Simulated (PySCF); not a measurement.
B(F)(NHMe)(OMe) (C2H7BFNO), SMILES CNB(F)OC. Coordinates come from a PBE-D3(BJ)/def2-SVP optimisation. This is a generated structure with no PubChem entry under its InChIKey; it may be hypothetical. Other conformers were not sampled.

Task: Give the equilibrium geometry at PBE-D3(BJ)/def2-SVP (PySCF confirms it by a frequency run) as Cartesian coordinates in Å, and its point group. (Estimate from the structure and the level; the computed values follow.)

Result: Several could match; the one computed here: point group Cs.
```xyz
13

B      0.4562     0.0485     0.0000
F      1.6715    -0.5409     0.0000
N     -0.7087    -0.7573     0.0000
C     -0.7290    -2.2066     0.0000
H     -1.6272    -0.3134     0.0000
H     -1.2374    -2.6239    -0.8979
H     -1.2374    -2.6239     0.8979
H      0.3111    -2.5828     0.0000
O      0.4526     1.4219     0.0000
C     -0.7571     2.1426     0.0000
H     -1.3756     1.9264     0.9026
H     -0.5261     3.2266     0.0000
H     -1.3756     1.9264    -0.9026
```
